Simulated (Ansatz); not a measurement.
Total energies of CH3InO2.

```xyz
7

O     0.582   -0.354   -0.746
In   -1.809   -1.474   -0.767
C     0.058    0.420    0.369
O    -1.228    0.066    0.528
H     1.543   -0.341   -0.755
H     0.174    1.488    0.117
H     0.679    0.195    1.255
```

Total charge 0; spin multiplicity 1. Correlated methods include outer-core shells of In, which these sets cover unevenly. In: def2 effective core potential. The bonds changed during the relaxation, so this is another structure than the one it started from. The structure was optimised at the PBE0-D4/def2-TZVP level. It is one conformer, not always the lowest. Basis def2-TZVPP, Ansatz 0.2.0.

RPA on PBE orbitals: Hartree–Fock energy of these orbitals -378.60723 Eh, correlation -1.37637 Eh (frozen core).

```
             functional  energy without D4 (Eh)  D4 term (kJ/mol)
            LDA (SPW92)              -378.86255                 –
                    PBE              -380.40910             -14.2
                 revPBE              -380.60530             -44.0
                   BLYP              -380.53800             -31.7
                 r2SCAN              -380.58575              -3.1
                 B97M-V              -380.56671                 –
                   PBE0              -380.40372             -11.9
                  B3LYP              -380.68550             -23.3
                r2SCANh              -380.55917              -3.4
                r2SCAN0              -380.52071              -3.8
HSE06 (plane-wave form)              -380.39369             -11.1
                  BHLYP              -380.43352             -18.9
              CAM-B3LYP              -380.52385             -12.1
                LC-ωPBE              -380.51696                 –
                ωB97X-V              -380.52411                 –
                ωB97M-V              -380.49800                 –
                 B2PLYP              -380.27061                 –
               PBE-QIDH              -380.16902                 –
```

B3LYP takes the VWN-RPA correlation (the form of Gaussian; ORCA's B3LYP/G). HSE06 is the plane-wave form, built on full-range PBE exchange. The double hybrids freeze the cores in their second-order part.

LC-ωPBE has ω = 0.4 bohr⁻¹.
